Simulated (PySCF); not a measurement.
An unknown is described by computed data only.

Elements present: C, Cl, F, H and O. Monoisotopic mass: 147.9903 u.

| Item | Value |
| --- | --- |
| Valence photoelectron | vertical ionisation energy: 11.65 eV [ΔSCF CAM-B3LYP/def2-SVPD] |
| Polarisability | 58.2 au [CAM-B3LYP/def2-SVPD] |
| UV, first state | lowest singlet excitation: 7.57 eV (164 nm, f = 0.002) [TDDFT CAM-B3LYP/def2-SVPD] |
| 13C NMR | chemical shifts (computed TMS as zero) by class: 123.6 (1 C), 102.7 (1 C), 49.2 (1 C) ppm [GIAO PBE0/pcSseg-1] |
| 1H NMR | chemical shifts (computed TMS as zero) by class: 5.71 (1 H), 3.64 (3 H) ppm [GIAO PBE0/pcSseg-1] |
| Rotational structure | rotational constants A, B, C: 2.534, 1.358, 1.068 GHz [PBE0-D3(BJ)/def2-SVP] |
| NMR, other nuclei | isotropic shieldings of nuclei other than C and H, by class: 251 (1 O), 287 (1 F), 298 (1 F), 351 (1 F), 737 (1 Cl) ppm [GIAO PBE0/pcSseg-1] |
| Dipole | 2.76 D [CAM-B3LYP/def2-SVPD] |

The electronic properties come from PySCF, for the isolated species, density fitting. Levels stand in brackets. Geometry: PBE0-D3(BJ)/def2-SVP, one conformer, isolated molecule. NMR values are class means; diastereotopic atoms form classes of their own.

Question: Which formula fits the mass and the elements?

Answer: C3H4ClF3O (calculated 147.9903). No other formula that holds each of these elements comes within 0.0003 u with a fitting electron parity and a possible valence count.

Question: Give a SMILES that accounts for the data.

Answer: Numbering: `[CH3:1][O:2][C:3]([F:4])([F:5])[C@H:6]([F:7])[Cl:8]`. Its formula, C3H4ClF3O, gives 0 degrees of unsaturation, so no ring and no π bond. 3 carbons fall into 3 classes; from least to most shielded: CF2 carbon [C3] (123.6 ppm), sp3 C–F carbon [C6] (102.7 ppm), methoxy carbon [C1] (49.2 ppm). Hydrogen classes from least to most shielded: 1 H on an sp3 C–F carbon, C6 (5.71 ppm), 3 H on a methoxy carbon, C1 (3.64 ppm). The other shieldings belong to: 251 ppm, ether oxygen [O2]; 287 ppm, fluorine of a CF2 group [F5]; 298 ppm, fluorine of a CF2 group [F4]; 351 ppm, alkyl fluorine [F7]; 737 ppm, chlorine on a fluorinated carbon [Cl8]. The first electron is taken from the HOMO, whose largest Löwdin shares are 0.72 on the chlorine on a fluorinated carbon, 0.11 on the sp3 C–F carbon and 0.04 on the CF2 carbon. The optimised geometry has point group C1 and is an asymmetric top. Structure: `COC(F)(F)[C@H](F)Cl` (HC(Cl)(F)CF2OMe). The assignments are read from this structure; whether some other isomer fits the data as well wasn't checked. The mirror image fits equally.

Shape of the structure used: `[CH3:1][O:2][C:3]([F:4])([F:5])[C@H:6]([F:7])[Cl:8]`: C1–O2–C3–F4 -57°, O2–C3–C6–F7 -176°.
